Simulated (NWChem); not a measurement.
## Correlation energy of As

```xyz
1

As     0.0000     0.0000     0.0000
```
Charge 0, spin multiplicity 4.

Program: NWChem.

Basis set: def2-SVP. Each correlation energy counts from its own Hartree-Fock reference.

```json
[
 {"method": "UMP2", "correlation energy (mHa)": "-177.5"},
 {"method": "CCSD on UHF", "correlation energy (mHa)": "-182.9"},
 {"method": "CCSD on ROHF", "correlation energy (mHa)": "-183.7"},
 {"method": "CCSDT on ROHF", "correlation energy (mHa)": "-187.4"},
 {"method": "CCSD[T] on UHF", "correlation energy (mHa)": "-186.9"},
 {"method": "CCSD(T) on UHF", "correlation energy (mHa)": "-186.6"},
 {"method": "CCSD[T] on ROHF", "correlation energy (mHa)": "-187.8"},
 {"method": "SCS-UMP2", "correlation energy (mHa)": "-160.8"},
 {"method": "CCSD(T) on ROHF", "correlation energy (mHa)": "-187.4"}
]
```

The values span 27.1 mHa, from CCSD[T] on ROHF (lowest) to SCS-UMP2 (highest). 

The Hamiltonian is non-relativistic. The correlated methods keep 9 core orbitals frozen. The stability of the SCF solutions was not checked. Open-shell Hartree-Fock references start from PBE0 orbitals. Coupled-cluster values serve here as a point of comparison, not as the truth.
